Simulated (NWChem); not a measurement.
Cl2 anion, doublet

Program: NWChem. Spin-unrestricted. Sets without diffuse functions describe the anion's extra electron poorly. Geometry: optimised at B3LYP/def2-SVPD, spin-unrestricted. No stability test was run on the SCF state. Total energies compare along this basis series because the functional is fixed.

```json
[
 {"level": "PBE0/cc-pVDZ", "basis functions": "36", "energy (Ha)": "-920.1560", "highest occupied level (eV)": "-1.60", "lowest empty minus highest occupied level, either spin (eV)": "3.35", "<S²>": "0.753", "relative time": "1"},
 {"level": "PBE0/aug-cc-pVDZ", "basis functions": "54", "energy (Ha)": "-920.1750", "highest occupied level (eV)": "-2.35", "lowest empty minus highest occupied level, either spin (eV)": "3.27", "<S²>": "0.754", "relative time": "2"},
 {"level": "PBE0/cc-pVTZ", "basis functions": "68", "energy (Ha)": "-920.1919", "highest occupied level (eV)": "-1.99", "lowest empty minus highest occupied level, either spin (eV)": "3.37", "<S²>": "0.754", "relative time": "3"},
 {"level": "PBE0/aug-cc-pVTZ", "basis functions": "100", "energy (Ha)": "-920.1988", "highest occupied level (eV)": "-2.32", "lowest empty minus highest occupied level, either spin (eV)": "3.31", "<S²>": "0.755", "relative time": "6"},
 {"level": "PBE0/cc-pVQZ", "basis functions": "118", "energy (Ha)": "-920.2022", "highest occupied level (eV)": "-2.15", "lowest empty minus highest occupied level, either spin (eV)": "3.35", "<S²>": "0.755", "relative time": "7"}
]
```

The last column is a rough cost ratio, cheapest run = 1.
